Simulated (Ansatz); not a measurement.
Reaction (ligand exchange at the Si–C bond): `[NH2][GaH][CH2][SiH3]` + `CC[TeH]` → `CC[Te][SiH3]` + `[CH3][GaH][NH2]`

Gas-phase electronic energies from Ansatz, PBE0-D4/def2-TZVP geometries. CBS: MP2 limit from def2 TZ/QZ plus the TZ coupled-cluster correction, frozen cores. Functionals use def2-TZVPP. Elements past krypton have def2 core potentials. For Ga, Te outer-core shells are correlated without core-valence functions, which leaves a few kJ/mol of doubt a bond. Scalar relativity is left out up to krypton. One conformer a species, not always the lowest.

```tsv
species	PBE-D4 energy (Eh)
`[NH2][GaH][CH2][SiH3]`	-2311.51626
`CC[TeH]`	-347.74806
`CC[Te][SiH3]`	-638.32196
`[CH3][GaH][NH2]`	-2020.96324
```

(1) Work out ΔE.

Largest T1 diagnostic among the species: 0.013.

Answers

(1) ΔE = (-638.32196) + (-2020.96324) − (-2311.51626) − (-347.74806) = -0.02088 Eh = -54.8 kJ/mol. CCSD(T)/CBS gives -51.3 kJ/mol.

Leaving LDA and LC-ωPBE aside and taking each functional with its dispersion term where it has one, the values, not all of them listed here, spread over 9.3 kJ/mol, from PBE-D4 to B97M-V. LDA lies +6.5 kJ/mol from PBE without D4. At CCSD(T), def2-SVP lies +5.2 kJ/mol from the extrapolated value and def2-TZVPP +5.0 kJ/mol.
